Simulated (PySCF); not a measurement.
## Mn⁺ (manganese, charge +1) across methods

[Ar] 3d5 4s1, high-spin 7S determinant. Calculation: PySCF 2.14, in x2c-TZVPPall; scalar relativity by spin-free X2C-1e.

| method | E (hartree) | mean ε 3p β (eV) | mean ε 3d α (eV) | mean ε 4s α (eV) | Σ⟨r²⟩ (bohr²) | ⟨S²⟩ |
| --- | --- | --- | --- | --- | --- | --- |
| PW91 | -1158.345 | -59.295 | -16.550 | -12.735 | 25.80 | 12.000 |
| PBE | -1158.028 | -59.179 | -16.454 | -12.643 | 25.82 | 12.000 |
| PBE0 | -1158.060 | -61.978 | -18.748 | -13.309 | 25.68 | 12.000 |
| r2SCAN | -1158.248 | -59.866 | -16.870 | -12.917 | 25.57 | 12.000 |
| wB97X | -1158.264 | -64.494 | -20.946 | -15.036 | 25.77 | 12.000 |
| M06-2X | -1158.253 | -64.949 | -20.966 | -13.610 | 25.78 | 12.001 |
| LDA | -1155.825 | -59.309 | -16.666 | -12.889 | 25.73 | 12.000 |
| LC-wPBE | -1158.084 | -64.598 | -21.415 | -15.588 | 25.70 | 12.000 |

**Question.** Estimate the same row for UHF.

**Answer.** E (hartree) = -1157.15293; mean ε 3p β (eV) = -68.952; mean ε 3d α (eV) = -25.144; mean ε 4s α (eV) = -14.976; Σ⟨r²⟩ (bohr²) = 25.79; ⟨S²⟩ = 12.000.
